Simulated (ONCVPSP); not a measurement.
## Ir: excitation energies, all-electron against ONCV

ONCVPSP 4.0.1 input, shortened (lines: element, Z, core and valence counts, functional; n l f; lmax; l rc ep ncon nbas qcut; lloc lpopt rc5 dvloc0; l nproj debl; icmod fcfact rcfact), PBEsol, scalar-relativistic:

```
  Ir 77.00   10    4  -116133      upf
    1    0    2.00
    2    0    2.00
    2    1    6.00
    3    0    2.00
    3    1    6.00
    3    2   10.00
    4    0    2.00
    4    1    6.00
    4    2   10.00
    4    3   14.00
    5    0    2.00
    5    1    6.00
    5    2    7.00
    6    0    1.75
    2
    0    1.65    0.00    3    7    7.20
    1    1.20    0.00    4    7    7.90
    2    2.15    0.00    4    9    6.50
    4    3    1.15    0.00
    0    2    0.90
    1    2    0.60
    2    2    2.00
    3    1.75    1.10
```

In the p channel the program set the typed energies aside and used -2.084, 0.250 Ha.

Energies are relative to the spin-unpolarised reference configuration 5s2 5p6 5d7 6s1.75; without spin polarisation the order of configurations can differ from experiment.

```csv
valence configuration,charge,ΔE all-electron (eV),error AE − PS (meV)
5s2 5p6 5d7 6s2,0,-1.809,+0.6
5s2 5p6 5d8 6s0,+1,6.869,-9.6
```

(1) What are ΔE and the potential's error for 5s2 5p6 5d7 6s0?

(2) What are ΔE and the potential's error for 5s2 5p6 5d7 6s1?

Levels in the configuration 5s2 5p6 5d7 6s1:

```json
{"level": "5s", "all-electron (eV)": "-106.369", "pseudo (eV)": "-106.407"}
{"level": "5p", "all-electron (eV)": "-63.080", "pseudo (eV)": "-63.090"}
{"level": "5d", "all-electron (eV)": "-15.366", "pseudo (eV)": "-15.366"}
{"level": "6s", "all-electron (eV)": "-13.615", "pseudo (eV)": "-13.617"}
```

Results:

(1) ΔE = 25.616 eV all-electron; the error (AE − PS) is -14 meV.

(2) ΔE = 8.120 eV all-electron; the error (AE − PS) is -3.4 meV.
